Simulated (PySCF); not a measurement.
# Stretching one bond of B2H2N

Calculated results; nothing here was measured. They come from PySCF 2.14.0, an open-source quantum chemistry program, on an isolated molecule that a program drew, which may never have been made. The molecule is B2H2N (charge 0, doublet), drawn as the SMILES string `[BH]N=B`.

The structure below is the HF double-zeta minimum with every atom moved a little at random, so it isn't optimised. Bond B1-H4 is then set to each length in the table by shifting atom 4 along it, with nothing else relaxed.
```xyz
5
B2H2N, angstrom
B     1.2109    0.8151   -2.6720
N     1.9791    1.3556   -1.8635
B     2.7671    1.9555   -0.9061
H     0.4931    0.2818   -3.4327
H     3.8819    2.3975   -1.0153
```

E is the energy above the same method's energy at the HF double-zeta minimum. IE is the energy to remove one electron at fixed geometry, to the singlet state of charge +1, as a difference of total energies. The basis family is cc-pVnZ, with UHF for radicals and no spin-orbit coupling. Best is HF at quadruple zeta, plus MP2 correlation extrapolated from triple and quadruple zeta, plus CCSD(T) minus MP2 at triple zeta, with a frozen core. The other columns are at triple zeta.

```
bond (Å)  E HF (kcal/mol)  E MP2 (kcal/mol)  E CCSD(T) (kcal/mol)  E best (kcal/mol)  IE HF (eV)  IE MP2 (eV)  IE CCSD(T) (eV)  IE best (eV)     T1
  1.1080             1.19              1.66                  1.84               1.66       6.942        7.295            7.381         7.434  0.020
  1.1240             0.62              1.08                  1.23               1.07       6.943        7.295            7.381         7.434  0.020
  1.1740                ?                 ?                     ?                  ?           ?            ?                ?             ?      ?
  1.2850             4.18              4.29                  4.03               4.06       6.954        7.299            7.385         7.437  0.020
  1.5970            34.26             32.89                 30.89              31.18       6.981        7.302            7.402         7.452  0.021
  1.7190            48.39             47.02                 43.25              43.60       6.996        7.269            7.407         7.457  0.026
```

T1 is the CCSD diagnostic of the starting molecule.

**Estimate the best E and IE at 1.1740 Å from the other rows.**

A least-squares cubic in the inverse of the bond length through the other values of E best gives 0.35 kcal/mol there. A least-squares quadratic in the bond length through IE best gives 7.435 eV. The calculation gives 0.45 kcal/mol and 7.434 eV, so the fits miss by 0.10 kcal/mol and 0.001 eV. The same recipe one zeta lower moves these two values by 0.12 kcal/mol and 0.02 eV, a gauge of their own error. The rest of the row: E is 0.11 (HF), 0.50 (MP2), 0.55 (CCSD(T)); IE is 6.945 (HF), 7.296 (MP2), 7.382 (CCSD(T)); T1 is 0.020.
